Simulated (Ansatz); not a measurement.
`F[C]1=C[CH2][AlH]1`. Total charge 0; spin multiplicity 1.

Cartesian coordinates in Å:
```
F 1.790 0.853 1.681
C 0.979 0.459 0.696
C -0.238 -0.074 0.909
C -0.943 -0.433 -0.389
Al 0.707 0.273 -1.200
H -0.676 -0.235 1.896
H -1.880 0.113 -0.531
H -1.163 -1.500 -0.475
H 1.423 0.544 -2.588
```

Task: List the harmonic frequencies (cm⁻¹, unscaled) at PBE0-D4/def2-TZVP in Ansatz. (An estimate is asked.)

Result: Computed: 124, 317, 337, 492, 492, 554, 601, 704, 705, 876, 954, 1086, 1109, 1218, 1253, 1448, 1616, 1929, 3066, 3105, 3114.

Task: Is this a minimum?

Result: Yes, all 21 modes are real.

Task: Give the ideal-gas thermochemistry at 298.15 K and 1 bar (rigid rotor, harmonic oscillator; point group Cs, symmetry number 1).

Result: Zero-point energy 150.1 kJ/mol; H(298) − E = 167.1 kJ/mol; entropy 311.2 J/(mol·K), of which translation 164.4, rotation 109.1, vibration 37.7; G(298) − E = 74.3 kJ/mol.

Task: Rotational constants (cm⁻¹)?

Result: 0.2507, 0.1134, 0.07921.
